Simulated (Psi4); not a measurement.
C₄H₉LiO (SMILES [Li][O]C(C)(C)C), singlet, at a GFN2-xTB geometry (such geometries of metal compounds can be far from the true shape); Psi4 1.11 with BLYP/cc-pVDZ.

Here is a job for Psi4.
```
memory 2 GB

molecule mol {
0 1
Li    0.952825    1.839100    1.901016
O     0.432552    0.834893    0.863001
C    -0.035026   -0.067605   -0.069881
C     1.009963   -1.173501   -0.300873
C    -1.341387   -0.709986    0.429250
C    -0.307909    0.649476   -1.403933
H     0.658894   -1.895049   -1.033882
H     1.208243   -1.683966    0.639096
H     1.936718   -0.725713   -0.653071
H    -1.155500   -1.218008    1.373067
H    -1.725533   -1.425014   -0.293488
H    -2.084437    0.066966    0.595546
H     0.611900    1.106872   -1.761945
H    -1.045512    1.433593   -1.247299
H    -0.677517   -0.046428   -2.152459
}

set {
  basis cc-pvdz
  reference rks
}

energy('blyp')
print_variables()
```

It wrote (shortened):

```
   => Loading Basis Set <=

    Name: CC-PVDZ
    Role: ORBITAL
    Keyword: BASIS

         ---------------------------------------------------------
                                   SCF
               by Justin Turney, Rob Parrish, Andy Simmonett
                          and Daniel G. A. Smith
                              RKS Reference
         ---------------------------------------------------------

  ==> Geometry <==

    Molecular point group: c1
    Full point group: C1

    Geometry (in Angstrom), charge = 0, multiplicity = 1:

       Center              X                  Y                   Z               Mass
    ------------   -----------------  -----------------  -----------------  -----------------
         LI           0.912605651106     1.761470074286     1.820772578348     7.016003436600
         O            0.392332651106     0.757263074286     0.782757578348    15.994914619570
         C           -0.075245348894    -0.145234925714    -0.150124421652    12.000000000000
         C            0.969743651106    -1.251130925714    -0.381116421652    12.000000000000
         C           -1.381606348894    -0.787615925714     0.349006578348    12.000000000000
         C           -0.348128348894     0.571846074286    -1.484176421652    12.000000000000
         H            0.618674651106    -1.972678925714    -1.114125421652     1.007825032230
         H            1.168023651106    -1.761595925714     0.558852578348     1.007825032230
         H            1.896498651106    -0.803342925714    -0.733314421652     1.007825032230
         H           -1.195719348894    -1.295637925714     1.292823578348     1.007825032230
         H           -1.765752348894    -1.502643925714    -0.373731421652     1.007825032230
         H           -2.124656348894    -0.010663925714     0.515302578348     1.007825032230
         H            0.571680651106     1.029242074286    -1.842188421652     1.007825032230
         H           -1.085731348894     1.355963074286    -1.327542421652     1.007825032230
         H           -0.717736348894    -0.124057925714    -2.232702421652     1.007825032230

  Running in c1 symmetry.

  Rotational constants: A =      0.15344  B =      0.10604  C =      0.10604 [cm^-1]
  Rotational constants: A =   4600.08881  B =   3178.86319  C =   3178.86305 [MHz]
  Nuclear repulsion =  212.293507223666353

  Charge       = 0
  Multiplicity = 1
  Electrons    = 44
  Nalpha       = 22
  Nbeta        = 22

  ==> Algorithm <==

  SCF Algorithm Type is DF.
  DIIS enabled.
  MOM disabled.
  Fractional occupation disabled.
  Guess Type is SAD.
  Energy threshold   = 1.00e-06
  Density threshold  = 1.00e-06
  Integral threshold = 1.00e-12

  ==> Primary Basis <==

  Basis Set: CC-PVDZ
    Blend: CC-PVDZ
    Number of shells: 63
    Number of basis functions: 129
    Number of Cartesian functions: 135
    Spherical Harmonics?: true
    Max angular momentum: 2

  ==> DFT Potential <==

   => LibXC <=

    Version 7.1.2
    S. Lehtola, C. Steigemann, M. J. T. Oliveira, and M. A. L. Marques,  SoftwareX 7, 1–5 (2018) (10.1016/j.softx.2017.11.002)

   => Composite Functional: BLYP <=

    BLYP GGA Exchange-Correlation Functional

    P.J. Stephens et. al., J. Phys. Chem., 98, 11623-11627, 1994
    B. Miehlich et. al., Chem. Phys. Lett., 157(3), 200-206 1989

    Deriv               =              1
    GGA                 =           TRUE
    Meta                =          FALSE

    Exchange Hybrid     =          FALSE
    MP2 Hybrid          =          FALSE

   => Exchange Functionals <=

    1.0000     XC_GGA_X_B88

   => Correlation Functionals <=

    1.0000     XC_GGA_C_LYP

   => LibXC Density Thresholds  <==

    XC_GGA_C_LYP:  1.00E-14
    XC_GGA_X_B88:  1.00E-15

   => Molecular Quadrature <=

    Radial Scheme          =       TREUTLER
    Pruning Scheme         =           NONE
    Nuclear Scheme         =       TREUTLER

    Blocking Scheme        =         OCTREE
    BS radius alpha        =              1
    Pruning alpha          =              1
    Radial Points          =             75
    Spherical Points       =            302
    Total Points           =         318167
    Total Blocks           =           2401
    Max Points             =            256
    Max Functions          =            129
    Weights Tolerance      =       1.00E-15

   => Loading Basis Set <=

    Name: (CC-PVDZ AUX)
    Role: JKFIT
    Keyword: DF_BASIS_SCF

  ==> Integral Setup <==

  SCF_SUBTYPE=INCORE selected. In-core MEM_DF algorithm will be used.
  Using in-core AOs.

  ==> MemDFJK: Density-Fitted J/K Matrices <==

    J tasked:                   Yes
    K tasked:                    No
    wK tasked:                   No
    Algorithm:                 Core
    Schwarz Cutoff:           1E-12
    Mask sparsity (%):       0.0000
    Fitting Condition:        1E-10

   => Auxiliary Basis Set <=

  Basis Set: (CC-PVDZ AUX)
    Blend: CC-PVDZ-JKFIT + DEF2-UNIVERSAL-JKFIT
    Number of shells: 218
    Number of basis functions: 608
    Number of Cartesian functions: 690
    Spherical Harmonics?: true
    Max angular momentum: 3

  Minimum eigenvalue in the overlap matrix is 3.8388102205E-03.
  Reciprocal condition number of the overlap matrix is 5.4986104224E-04.
    Using symmetric orthogonalization.

  ==> Pre-Iterations <==

  SCF Guess: Superposition of Atomic Densities via on-the-fly atomic UHF (no occupation information).

   -------------------------
    Irrep   Nso     Nmo
   -------------------------
     A        129     129
   -------------------------
    Total     129     129
   -------------------------

  ==> Iterations <==

                           Total Energy        Delta E     RMS |[F,P]|

   @DF-RKS iter SAD:  -239.73938180148900   -2.39739e+02   0.00000e+00
   @DF-RKS iter   1:  -239.55995051745879    1.79431e-01   1.04281e-02 DIIS/ADIIS
   @DF-RKS iter   2:  -229.42075483032366    1.01392e+01   2.54333e-02 DIIS/ADIIS
   @DF-RKS iter   3:  -240.13937634330486   -1.07186e+01   6.74417e-03 DIIS/ADIIS
   @DF-RKS iter   4:  -240.46635593514421   -3.26980e-01   2.26819e-03 DIIS/ADIIS
   @DF-RKS iter   5:  -240.50040739182236   -3.40515e-02   8.60668e-04 DIIS/ADIIS
   @DF-RKS iter   6:  -240.50461998914662   -4.21260e-03   4.04026e-04 DIIS/ADIIS
   @DF-RKS iter   7:  -240.50572376752274   -1.10378e-03   5.94404e-05 DIIS
   @DF-RKS iter   8:  -240.50575082745374   -2.70599e-05   2.24349e-05 DIIS
   @DF-RKS iter   9:  -240.50575427415663   -3.44670e-06   3.96144e-06 DIIS
   @DF-RKS iter  10:  -240.50575439219631   -1.18040e-07   1.40627e-07 DIIS
  Energy and wave function converged.

  ==> Post-Iterations <==

   Electrons on quadrature grid:
      Ntotal   =   44.0000018990 ; deviation = 1.899e-06

    Orbital Energies [Eh]
    ---------------------

    Doubly Occupied:

[...]
      22A     -0.161772

    Virtual:

[...]
    Final Occupation by Irrep:
              A
    DOCC [    22 ]
    NA   [    22 ]
    NB   [    22 ]

  @DF-RKS Final Energy:  -240.50575439219631

   => Energetics <=

    Nuclear Repulsion Energy =            212.2935072236663530
    One-Electron Energy =                -747.4055287843959832
    Two-Electron Energy =                 330.1516792772786744
    DFT Exchange-Correlation Energy =     -35.5454121087453245
    Empirical Dispersion Energy =           0.0000000000000000
    VV10 Nonlocal Energy =                  0.0000000000000000
    Total Energy =                       -240.5057543921963088

Computation Completed

Properties will be evaluated at   0.000000,   0.000000,   0.000000 [a0]

Properties computed using the SCF density matrix

 Multipole Moments:

 ------------------------------------------------------------------------------------
     Multipole            Electronic (a.u.)      Nuclear  (a.u.)        Total (a.u.)
 ------------------------------------------------------------------------------------

 L = 1.  Multiply by 2.5417464519 to convert [e a0] to [Debye]
 Dipole X            :          3.9886479           -3.3441696            0.6444783
 Dipole Y            :          7.6988857           -6.4547673            1.2441184
 Dipole Z            :          7.9579500           -6.6720779            1.2858722
 Magnitude           :                                                    1.9017492

 ------------------------------------------------------------------------------------

  Variable Map:
  ----------------------------------------------------------------------------
[...]
  Array Variable Map:
  ----------------------------------------------------------------------------
[...]
[...]
```
